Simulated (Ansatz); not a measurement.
Start from `[OH][Ga]([F])[O][SiH3]` and change one atom or group to get `[OH][Ga]([F])[Cl]`.

Ansatz, PBE0-D4/def2-TZVP geometries, multiplicity 1. Each molecule was computed in one conformer, which needn't be the lowest.

Scalar relativity is left out up to krypton.

```tsv
property	`[OH][Ga]([F])[O][SiH3]`
size of the dipole moment (ωB97M-V/def2-TZVPP) / D	0.84
LUMO energy (PBE/def2-TZVPP) / eV	-2.48
HOMO–LUMO gap (PBE/def2-TZVPP) / eV	5.00
HOMO–LUMO gap (ωB97M-V/def2-TZVPP) / eV	11.57
zero-point energy (PBE0-D4/def2-TZVP) / kJ/mol	118.9
ideal-gas entropy at 298 K and 1 bar (rigid rotor, harmonic PBE0-D4/def2-TZVP) / J/(mol·K)	391
```

(1) What does the change do to each property? (Best estimate.)

Results:

(1) Ansatz gave: 
```
                                                                                  property  `[OH][Ga]([F])[Cl]`  shift
                                        size of the dipole moment (ωB97M-V/def2-TZVPP) / D                 2.22   1.38
                                                         LUMO energy (PBE/def2-TZVPP) / eV                -2.62  -0.14
                                                       HOMO–LUMO gap (PBE/def2-TZVPP) / eV                 5.43   0.43
                                                   HOMO–LUMO gap (ωB97M-V/def2-TZVPP) / eV                12.22   0.65
                                            zero-point energy (PBE0-D4/def2-TZVP) / kJ/mol                 44.9  -74.0
ideal-gas entropy at 298 K and 1 bar (rigid rotor, harmonic PBE0-D4/def2-TZVP) / J/(mol·K)                  324    -67
```

With PBE0 the HOMO falls by 0.71 eV and the LUMO falls by 0.15 eV, so the gap widens by about 0.56 eV. PBE moves the HOMO by -0.58 eV and ωB97M-V by -0.72 eV. The zero-point energy changes by -74.0 kJ/mol with -12 modes. Dipoles are sizes alone; their direction can turn. Modes under 60 cm⁻¹, often nearly free rotors, make the harmonic entropy too high.
